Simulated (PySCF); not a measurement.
## r2SCAN on Sc (scandium, neutral)

Configuration: [Ar] 3d1 4s1 4p1, one real determinant (an excited configuration). Computed with PySCF 2.14 in aug-cc-pVTZ (8s7p5d3f2g, 93 functions), with no relativity, point nucleus.

```
Total energy                                                  : -760.518 hartree
One-electron energy                                           : -1039.543 hartree
Hartree (Coulomb) energy                                      : 317.920 hartree
Exchange-correlation energy                                   : -38.894 hartree
Kinetic energy                                                : 759.41038 hartree
⟨S²⟩                                                          : 3.7509
⟨L²⟩                                                          : 8.034
Sum of ⟨r⟩                                                    : 21.86 bohr
Sum of ⟨r²⟩                                                   : 56.90 bohr²
Traceless quadrupole moment −½Σ⟨3z² − r²⟩ along its main axis : -9.72 e·bohr²
Density at the nucleus (Gaussians lack the cusp)              : 6130 bohr⁻³
Spin density at the nucleus                                   : 2.50 bohr⁻³
Langevin diamagnetic susceptibility                           : -45.1 ×10⁻⁶ cm³/mol
Time after the integrals                                      : roughly 7 core-seconds
```

| shell | electrons | mean orbital energy (hartree) | spread (hartree) | rms radius, mean of both spins (bohr) |
| --- | --- | --- | --- | --- |
| 1s α | 1 | -161.36640 | 0 | 0.0852 |
| 1s β | 1 | -161.36455 | 0 | 0.0852 |
| 2s α | 1 | -17.55216 | 0 | 0.375 |
| 2s β | 1 | -17.54137 | 0 | 0.375 |
| 2p α | 3 | -14.45859 | 0.00748 | 0.342 |
| 2p β | 3 | -14.44908 | 0.01420 | 0.342 |
| 3s α | 1 | -2.11853 | 0 | 1.16 |
| 3s β | 1 | -2.08350 | 0 | 1.16 |
| 3p α | 3 | -1.31851 | 0.00328 | 1.27 |
| 3p β | 3 | -1.28073 | 0.03728 | 1.27 |
| 3d α | 1 | -0.19783 | 0 | 2.04 |
| 4s α | 1 | -0.19597 | 0 | 3.86 |
| 4p α | 1 | -0.09269 | 0 | 4.94 |

⟨L²⟩ = 8.03 against 12 for a pure F term, so this real determinant mixes terms.
